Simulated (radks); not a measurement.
Isoelectronic series with 9 electrons, each ion in its NIST ground configuration. Calculated with a radial shooting solver on a logarithmic mesh with Libxc functionals: Dirac Kohn-Sham, LDA (Slater exchange, Perdew-Wang correlation), spin-unpolarised, spherical densities, finite nucleus; open shells fill j = l - 1/2 first; Fermi nuclear charge, rms radius of each element as measured or else 0.836 A^(1/3) + 0.57 fm. Total energies (hartree) and mean radii <r> (bohr) (* marks an orbital that is empty in some or all of the ions):

ion	configuration	E (hartree)	3s1/2*	2p3/2	2p1/2
Co18+	[He] 2s2 2p5	-1193.40163	0.6104	0.2171	0.2142
Zn21+	[He] 2s2 2p5	-1497.97596	0.5351	0.1918	0.1887
As24+	[He] 2s2 2p5	-1838.46372	0.4760	0.1718	0.1684
Kr27+	[He] 2s2 2p5	-2215.37319	0.4284	0.1555	0.1519
Mo33+	[He] 2s2 2p5	-3080.81862	0.3562	0.1307	0.1264
Rh36+	[He] 2s2 2p5	-3570.71870	0.3281	0.1210	0.1164
Cd39+	[He] 2s2 2p5	-4099.77785	0.3038	0.1126	0.1078
Sb42+	[He] 2s2 2p5	-4668.89231	0.2827	0.1052	0.1001
Xe45+	[He] 2s2 2p5	-5279.04974	0.2641	0.09877	0.09338
La48+	[He] 2s2 2p5	-5931.3584	0.2475	0.09304	0.08734
Nd51+	[He] 2s2 2p5	-6627.0422	0.2327	0.08791	0.08190
Eu54+	[He] 2s2 2p5	-7367.4250	0.2193	0.08329	0.07697
Dy57+	[He] 2s2 2p5	-8154.0624	0.2072	0.07911	0.07247
